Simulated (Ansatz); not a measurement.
Species: Ag₂ (charge 0, singlet). 
Structure (B3LYP-D3(BJ)/def2-TZVP (Ansatz, an electronic-structure program) minimum search):
```xyz
2

Ag     0.0000     0.0000    -1.2983
Ag     0.0000     0.0000     1.2983
```
Charge 0, spin multiplicity 1.

Basis-set convergence of Hartree-Fock and MP2 correlation energies (hartree) with Ansatz. Correlated levels leave the core frozen unless marked. No spin-orbit coupling. The frozen core is the preceding noble-gas configuration, with the filled d and f shells of earlier blocks. In def2 rows, elements after Kr have scalar-relativistic effective core potentials.

```json
[
 {"basis": "def2-SVP", "functions": "62", "E(HF)": "-292.18214", "E(corr, MP2)": "-0.49918"},
 {"basis": "def2-TZVPP", "functions": "112", "E(HF)": "-292.24904", "E(corr, MP2)": "-0.81346"},
 {"basis": "def2-QZVPP", "functions": "176", "E(HF)": "-292.25175", "E(corr, MP2)": "-0.88883"}
]
```

Extrapolating the two largest sets (X = 3 and 4) as X^-3: E(corr) = (64·(-0.88883) - 27·(-0.81346))/37 = -0.9438 Eh, an estimate of the basis-set limit. The largest set recovers 94.2 % of it, the smallest 52.9 %.
